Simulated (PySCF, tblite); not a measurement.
Isomers of C3H8F2Si, one GFN2-xTB conformer each. Single-point energies are computed at PBE0/pcSseg-1 (PySCF, gas phase, no added dispersion term), electronic only.

| SMILES | GFN2-xTB relative energy (kJ/mol) |
| --- | --- |
| CC[C@@H](F)[SiH2]F | 169.8 |
| CCC[SiH](F)F | 0.0 |
| C[C@@H](F)C[SiH2]F | 150.4 |

Conformers: `[CH3:1][CH2:2][C@@H:3]([F:4])[SiH2:5][F:6]` with C1–C2–C3–F4 65°, C2–C3–Si5–F6 61°; `[CH3:1][CH2:2][CH2:3][SiH:4]([F:5])[F:6]` with C1–C2–C3–Si4 -178°, C2–C3–Si4–F5 62°; `[CH3:1][C@@H:2]([F:3])[CH2:4][SiH2:5][F:6]` with C1–C2–C4–Si5 -171°, C2–C4–Si5–F6 -174°.

Task: What does PBE0/pcSseg-1 give for the same structures?

Result: 
| SMILES | PBE0/pcSseg-1 E (Eh) | PBE0/pcSseg-1 (kJ/mol) | GFN2-xTB (kJ/mol) | point group |
| --- | --- | --- | --- | --- |
| CCC[SiH](F)F | -607.94704 | 0.0 | 0.0 | C1 |
| C[C@@H](F)C[SiH2]F | -607.87386 | 192.2 | 150.4 | C1 |
| CC[C@@H](F)[SiH2]F | -607.86091 | 226.1 | 169.8 | C1 |

Both levels put the same isomer lowest; measured from each level's own lowest isomer, the values differ by up to 56.3 kJ/mol (CC[C@@H](F)[SiH2]F: 169.8 against 226.1). 

Task: Which frontier levels, dipoles and rotational constants go with these structures?

Result: 
```csv
SMILES,"HOMO (eV, PBE0/pcSseg-1)",LUMO (eV),dipole (D),"A, B, C (MHz)"
CCC[SiH](F)F,-8.94,0.87,2.72,"5972, 1327, 1173"
C[C@@H](F)C[SiH2]F,-8.83,0.46,2.22,"6731, 1302, 1152"
CC[C@@H](F)[SiH2]F,-8.39,0.02,0.44,"4496, 1635, 1286"
```

Task: What happens when harmonic zero-point energies from GFN2-xTB frequencies are added?

Result: 
| SMILES | ZPE (kJ/mol) | electronic (kJ/mol) | with ZPE (kJ/mol) |
| --- | --- | --- | --- |
| CCC[SiH](F)F | 280.9 | 0.0 | 0.0 |
| C[C@@H](F)C[SiH2]F | 271.4 | 192.2 | 182.6 |
| CC[C@@H](F)[SiH2]F | 272.0 | 226.1 | 217.3 |

The zero-point energies span 9.5 kJ/mol. The order is unchanged.
